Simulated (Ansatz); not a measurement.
This geometry of AlF2H3O (7 atoms, charge 0, multiplicity 1) is a first-order saddle point.

The calculation used Ansatz, RHF/6-31G*.

```xyz
7
Properties=species:S:1:pos:R:3
Al 0.060 -0.270 -0.084
H -0.008 -0.047 1.664
F 1.446 0.302 -0.721
F -1.365 0.089 -0.796
O 0.112 -1.935 0.618
H -0.569 -2.592 0.524
H -0.005 -1.072 1.519
```

(1) Which two structures does it join? (They come from a converged band through this point; their orientation in space is the band's.)

(2) How far does it lie above each of them?

Answers

(1) Bonds broken: Al1–H2, O5–H7. Bonds formed: H2–H7. AlF2H3O becomes AlF2HO + H2.

Initial state:

```xyz
7
Properties=species:S:1:pos:R:3
Al 0.058 0.030 0.120
H -0.040 0.784 1.503
F 1.441 0.172 -0.759
F -1.316 -0.208 -0.774
O 0.081 -1.876 0.707
H -0.626 -2.359 0.286
H 0.074 -2.067 1.640
```

Final state:

```xyz
7
Properties=species:S:1:pos:R:3
Al 0.093 -0.659 -0.460
H -0.228 0.279 2.240
F 1.498 0.108 -0.735
F -1.285 0.208 -0.523
O 0.088 -2.309 -0.175
H -0.675 -2.843 -0.021
H 0.180 -0.308 2.398
```

(2) 1.55 eV above the first and 1.43 eV above the second. This is the barrier of this one path; another mechanism may lie lower. The orbitals stay closed-shell, which can raise the energy where a bond breaks towards radicals; this wasn't checked here.

The run took 80 s on 1 thread of Arm Neoverse V2 (shared host), peak memory 0.12 GiB.
